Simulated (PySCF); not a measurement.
SiCl2, SMILES Cl[Si]Cl (connectivity only; charge and spin as stated), neutral, multiplicity 1. Heavy atoms are numbered as in [Si:1]([Cl:2])[Cl:3].

Coordinates come from a PBE0-D3(BJ)/def2-TZVP optimisation. The isomer is the one that the SMILES or the coordinates give; other isomers of the formula were not compared.

These are PySCF with PBE0/pcSseg-2 values and carry that method's errors.

GIAO shieldings, no solvent; atoms alike by connectivity are averaged. δ = σ(ref) − σ: ²⁹Si against TMS (σ = 341.9 ppm); ³⁵Cl against HCl (σ = 943.3 ppm), references at their B3LYP-D3(BJ)/def2-TZVP geometries, non-relativistic (without spin–orbit terms, shifts of atoms bonded to Cl or Br come out too high).

```json
[
 {"nucleus": "²⁹Si", "atoms": "Si1", "count": "1", "δ (ppm)": "281.5"},
 {"nucleus": "³⁵Cl", "atoms": "Cl2", "count": "2", "δ (ppm)": "520.1"}
]
```
